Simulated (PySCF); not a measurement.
# CsCd⁺: from constants to spectrum

RHF-CCSD(T) constants of CsCd⁺, ¹Σ⁺ (singlet), closed shell (PySCF, scalar-relativistic core potentials, basis sets Cs def2-SVP with ECP46, Cd def2-SVP with ECP28; masses 132.9054 and 113.9034 u):

| Item | Value |
| --- | --- |
| ωe | 36.5 cm⁻¹ |
| ωexe | 0.312 cm⁻¹ |
| Be | 0.016062 cm⁻¹ |
| αe | 0.000146 cm⁻¹ |
| D (centrifugal) | 1.24e-08 cm⁻¹ |
| De to Cs⁺ + Cd | 0.159 eV |

Estimate the standard entropy (1 bar) and heat capacity of the ideal gas at 500 K, rigid rotor with B0 and harmonic oscillator at the fundamental.

Translation (Sackur–Tetrode, M = 246.81 u): 188.3 J/(mol K). Rotation: q = kT/(σB0) = 21700 with σ = 1, 91.3. Vibration: x = hcν0/kT = 0.103, 27.20. S° = 306.9 J/(mol K); Cp = 7R/2 + 8.31 = 37.4 J/(mol K).

Correlated steps freeze no core orbitals. The bond is weak. Basis-set superposition, not corrected here, can be much of De in a small basis, most of all at correlated wavefunction levels. Spin–orbit coupling is left out. For an ion De counts to the pair picked by the measured ionisation energies or electron affinities, which need not be the lowest pair at this level.
